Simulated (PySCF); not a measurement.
SMILES B[SiH2]OC, GFN2-xTB optimised geometry.

```
11

B      1.46    -1.34    -0.01
Si     0.92     0.53     0.00
O     -0.71     0.53     0.00
C     -1.57     1.62     0.00
H      0.71    -2.24    -0.04
H      2.60    -1.60     0.00
H      1.39     1.35    -1.14
H      1.39     1.33     1.15
H     -2.60     1.26     0.00
H     -1.41     2.24     0.89
H     -1.41     2.24    -0.89
```

Density from PBE0/def2-TZVP (PySCF) at that geometry.

Minimum of the electron density along straight lines between bonded atoms, close to the bond critical point (lines longer than 1.1 times the sum of covalent radii, or with two minima, are not listed):

```
bond    length / Å  ρ at the minimum / e bohr⁻³  ∇²ρ there / e bohr⁻⁵  position (fraction from the first atom)
------  ----------  ---------------------------  --------------------  ---------------------------------------
B1–Si2       1.946                        0.123                     ?                                     0.61
Si2–O3       1.634                            ?                  0.89                                     0.41
O3–C4        1.392                        0.266                     ?                                     0.66
B1–H5        1.168                        0.194                 -0.37                                     0.44
B1–H6        1.169                        0.192                 -0.36                                     0.44
Si2–H7       1.483                        0.120                  0.17                                     0.49
Si2–H8       1.483                        0.120                  0.17                                     0.49
C4–H9        1.091                        0.286                 -1.02                                     0.65
C4–H10       1.093                        0.283                 -0.99                                     0.64
C4–H11       1.093                        0.283                 -0.99                                     0.64
```

**Question.** Complete the blanks.

**Answer.** 
- B1–Si2, ∇²ρ there / e bohr⁻⁵: -0.01
- Si2–O3, ρ at the minimum / e bohr⁻³: 0.139
- O3–C4, ∇²ρ there / e bohr⁻⁵: -0.48
